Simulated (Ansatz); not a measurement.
Ansatz (a first-principles code) input (B3LYP-D3(BJ)/def2-TZVP):

Ansatz 0.2 input:
```yaml
crystal:
  periodic: [false, false, false]
  atoms:
    - {symbol: Ca, position_ang: [-0.00000000, -0.00000000, -0.58396168]}
    - {symbol: F, position_ang: [0.00000000, 0.00000000, 1.29769263]}
basis:
  gaussian:
    orbitals: def2-TZVP
hamiltonian:
  xc: b3lyp
  dispersion: d3bj
total_charge: 1
phonons: {temperatures: {t_min: 298.15, t_max: 298.15, t_step: 100}}
```

Output:

```
Functional definition: B3LYP
integrals: 0.01 GiB planned
541 factors; their error is unknown
mean field: 0.14 GiB planned
mean field evaluation 1: about -21130.2851 eV, gradient 1.2e2 eV
mean field evaluation 2: about -20786.3165 eV, gradient 2.3e2 eV
mean field evaluation 4: about -21146.6012 eV, gradient 5.8e1 eV
mean field evaluation 8: about -21152.2196 eV, gradient 4.3e-2 eV
mean field evaluation 16: about -21152.2572 eV, gradient 7.3e-6 eV
mean field -21152.25720613 eV, -777.3311148105 hartree, gradient 7.3e-6 eV, S^2 0.000000; 0 other end points of the search recorded, 0 dependent functions left out
the calculation of the forces begins
reference -21152.25742315 eV, -777.3311227856 hartree; 14, 14 occupied and 53, 53 virtual orbitals, 541 factors
these checks for a lower state are left out or cut short: stability, starts, cluster_reference, orbital_swaps, neighbouring_geometries, increment
integrals: 0.01 GiB planned
541 factors; their error is unknown
mean field: 0.14 GiB planned
mean field -21152.25720613 eV, -777.3311148105 hartree, gradient 9.4e-7 eV, S^2 0.000000; 0 other end points of the search recorded, 0 dependent functions left out
the calculation of the forces begins
reference -21152.25742315 eV, -777.3311227857 hartree; 14, 14 occupied and 53, 53 virtual orbitals, 541 factors
these checks for a lower state are left out or cut short: stability, starts, cluster_reference, orbital_swaps, neighbouring_geometries, increment
integrals: 0.01 GiB planned
541 factors; their error is unknown
mean field: 0.14 GiB planned
mean field -21152.25720613 eV, -777.3311148105 hartree, gradient 9.4e-7 eV, S^2 0.000000; 0 other end points of the search recorded, 0 dependent functions left out
the calculation of the forces begins
reference -21152.25742315 eV, -777.3311227857 hartree; 14, 14 occupied and 53, 53 virtual orbitals, 541 factors
these checks for a lower state are left out or cut short: stability, starts, cluster_reference, orbital_swaps, neighbouring_geometries, increment
integrals: 0.01 GiB planned
541 factors; their error is unknown
mean field: 0.14 GiB planned
mean field evaluation 32: about -21152.2195 eV, gradient 1.1e-1 eV
mean field -21152.25720613 eV, -777.3311148105 hartree, gradient 9.4e-7 eV, S^2 0.000000; 0 other end points of the search recorded, 0 dependent functions left out
the calculation of the forces begins
reference -21152.25742315 eV, -777.3311227857 hartree; 14, 14 occupied and 53, 53 virtual orbitals, 541 factors
these checks for a lower state are left out or cut short: stability, starts, cluster_reference, orbital_swaps, neighbouring_geometries, increment
integrals: 0.01 GiB planned
541 factors; their error is unknown
mean field: 0.14 GiB planned
mean field -21152.25720613 eV, -777.3311148105 hartree, gradient 9.4e-7 eV, S^2 0.000000; 0 other end points of the search recorded, 0 dependent functions left out
the calculation of the forces begins
reference -21152.25742315 eV, -777.3311227857 hartree; 14, 14 occupied and 53, 53 virtual orbitals, 541 factors
these checks for a lower state are left out or cut short: stability, starts, cluster_reference, orbital_swaps, neighbouring_geometries, increment
integrals: 0.01 GiB planned
541 factors; their error is unknown
mean field: 0.14 GiB planned
mean field -21152.25713466 eV, -777.3311121838 hartree, gradient 2.6e-6 eV, S^2 0.000000; 0 other end points of the search recorded, 0 dependent functions left out
the calculation of the forces begins
reference -21152.25735149 eV, -777.3311201524 hartree; 14, 14 occupied and 53, 53 virtual orbitals, 541 factors
these checks for a lower state are left out or cut short: stability, starts, cluster_reference, orbital_swaps, neighbouring_geometries, increment
integrals: 0.01 GiB planned
541 factors; their error is unknown
mean field: 0.14 GiB planned
mean field -21152.25713843 eV, -777.3311123225 hartree, gradient 1.4e-6 eV, S^2 0.000000; 0 other end points of the search recorded, 0 dependent functions left out
the calculation of the forces begins
reference -21152.25735562 eV, -777.3311203041 hartree; 14, 14 occupied and 53, 53 virtual orbitals, 541 factors
these checks for a lower state are left out or cut short: stability, starts, cluster_reference, orbital_swaps, neighbouring_geometries, increment
integrals: 0.01 GiB planned
541 factors; their error is unknown
mean field: 0.14 GiB planned
mean field evaluation 64: about -21152.2572 eV, gradient 1.0e-4 eV
mean field -21152.25720613 eV, -777.3311148105 hartree, gradient 9.4e-7 eV, S^2 0.000000; 0 other end points of the search recorded, 0 dependent functions left out
the calculation of the forces begins
reference -21152.25742315 eV, -777.3311227857 hartree; 14, 14 occupied and 53, 53 virtual orbitals, 541 factors
these checks for a lower state are left out or cut short: stability, starts, cluster_reference, orbital_swaps, neighbouring_geometries, increment
integrals: 0.01 GiB planned
541 factors; their error is unknown
mean field: 0.14 GiB planned
mean field -21152.25720613 eV, -777.3311148105 hartree, gradient 9.4e-7 eV, S^2 0.000000; 0 other end points of the search recorded, 0 dependent functions left out
the calculation of the forces begins
reference -21152.25742315 eV, -777.3311227857 hartree; 14, 14 occupied and 53, 53 virtual orbitals, 541 factors
these checks for a lower state are left out or cut short: stability, starts, cluster_reference, orbital_swaps, neighbouring_geometries, increment
integrals: 0.01 GiB planned
541 factors; their error is unknown
mean field: 0.14 GiB planned
mean field -21152.25720613 eV, -777.3311148105 hartree, gradient 9.4e-7 eV, S^2 0.000000; 0 other end points of the search recorded, 0 dependent functions left out
the calculation of the forces begins
reference -21152.25742315 eV, -777.3311227857 hartree; 14, 14 occupied and 53, 53 virtual orbitals, 541 factors
these checks for a lower state are left out or cut short: stability, starts, cluster_reference, orbital_swaps, neighbouring_geometries, increment
integrals: 0.01 GiB planned
541 factors; their error is unknown
mean field: 0.14 GiB planned
mean field -21152.25720613 eV, -777.3311148105 hartree, gradient 9.4e-7 eV, S^2 0.000000; 0 other end points of the search recorded, 0 dependent functions left out
the calculation of the forces begins
reference -21152.25742315 eV, -777.3311227857 hartree; 14, 14 occupied and 53, 53 virtual orbitals, 541 factors
these checks for a lower state are left out or cut short: stability, starts, cluster_reference, orbital_swaps, neighbouring_geometries, increment
integrals: 0.01 GiB planned
541 factors; their error is unknown
mean field: 0.14 GiB planned
mean field evaluation 96: about -21152.2571 eV, gradient 1.4e-6 eV
mean field -21152.25713843 eV, -777.3311123225 hartree, gradient 1.4e-6 eV, S^2 0.000000; 0 other end points of the search recorded, 0 dependent functions left out
the calculation of the forces begins
reference -21152.25735562 eV, -777.3311203041 hartree; 14, 14 occupied and 53, 53 virtual orbitals, 541 factors
these checks for a lower state are left out or cut short: stability, starts, cluster_reference, orbital_swaps, neighbouring_geometries, increment
integrals: 0.01 GiB planned
541 factors; their error is unknown
mean field: 0.14 GiB planned
mean field -21152.25713466 eV, -777.3311121838 hartree, gradient 2.6e-6 eV, S^2 0.000000; 0 other end points of the search recorded, 0 dependent functions left out
the calculation of the forces begins
reference -21152.25735149 eV, -777.3311201524 hartree; 14, 14 occupied and 53, 53 virtual orbitals, 541 factors
Total energy: -21152.29087273 eV, -777.3323520350 hartree
Atom 0 at    -0.000000    -0.000000    -0.583962 Å, force     0.000000     0.000000     0.000145 eV/Å
Atom 1 at     0.000000     0.000000     1.297693 Å, force    -0.000000    -0.000000    -0.000145 eV/Å
Dipole moment:     0.000000    -0.000000    -1.702428 e Å
Vibrations: 685.48 cm⁻¹, zero-point energy 0.042494 eV
```
